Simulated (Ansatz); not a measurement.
Total energies of GaP2 (the lowest doublet isomer of a short search) from Ansatz at PBE0-D4/def2-TZVP, gas phase (1 Eh = 27.2114 eV = 2625.5 kJ/mol). The reference geometry is relaxed at PBE0-D4/def2-TZVP.

```xyz
3

Ga    0.887    1.132   -0.733
P    -0.862    0.123    0.924
P    -0.025   -1.255   -0.191
```

```csv
state,geometry,energy (Eh)
charge 0 doublet,reference,-2607.06811
charge 1 singlet,reference,-2606.78393
charge 0 quartet,relaxed at PBE0-D4/def2-TZVP,-2607.01571
free Ga atom (doublet),–,-1924.55212
free P atom (quartet),–,-341.13505
```

Q: Work out the vertical ionisation energy to the singlet.

A: E(charge 1 singlet) − E(charge 0 doublet) = -2606.78393 − (-2607.06811) = 0.28418 Eh = 7.73 eV. For comparison, −ε of the highest occupied level of the spin that leaves is 5.75 eV at this level, 1.98 eV less.

Q: Which of the charge 0 states is lowest, and how far above it are the others?

A: The doublet. quartet: -2607.01571 − (-2607.06811) = 0.05240 Eh = 137.6 kJ/mol.

Q: What is the binding energy per atom against free atoms?

A: Atoms: 1 × (-1924.55212) + 2 × (-341.13505) = -2606.82222 Eh. Binding: -2606.82222 − (-2607.06811) = 0.24589 Eh = 6.69 eV, or 2.23 eV for each of 3 atoms (no zero-point energy, no counterpoise term).

The restricted singlet is unstable towards broken spin symmetry in Hartree–Fock (as tested in another run); at PBE0-D4/def2-TZVP this wasn't settled. 

The structure comes from a short search, and lower isomers may exist.
